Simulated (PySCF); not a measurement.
# Polarisability and C₆ of K⁺ (potassium, charge +1)

[Ar], closed-shell 1S. Calculation: PySCF 2.14, in aug-cc-pVQZ-X2C; scalar relativity by spin-free X2C-1e. Coupled (time-dependent) response in atomic units; α is the mean over directions.

```json
{"method": "UHF", "mean α (bohr³)": "5.171", "C₆ (like pair)": "20.89", "S(−4)": "5.078"}
{"method": "PBE", "mean α (bohr³)": "5.410", "C₆ (like pair)": "22.20", "S(−4)": "5.798"}
{"method": "PBE0", "mean α (bohr³)": "5.307", "C₆ (like pair)": "21.67", "S(−4)": "5.460"}
{"method": "BLYP", "mean α (bohr³)": "5.453", "C₆ (like pair)": "22.40", "S(−4)": "5.937"}
```

S(−4) is the Cauchy moment in α(ω) = α(0) + S(−4) ω² + …

α(iu) at PBE0:

| u (hartree) | α(iu) (bohr³) |
| --- | --- |
| 0 | 5.307 |
| 0.0500 | 5.293 |
| 0.100 | 5.253 |
| 0.200 | 5.098 |
| 0.300 | 4.862 |
| 0.500 | 4.248 |
| 0.750 | 3.429 |
| 1.00 | 2.717 |
| 1.50 | 1.721 |
| 2.00 | 1.144 |
| 3.00 | 0.5886 |
| 5.00 | 0.2330 |

For an ion, C₆ is the dispersion term alone; charge-induced terms of lower order in 1/R come first.
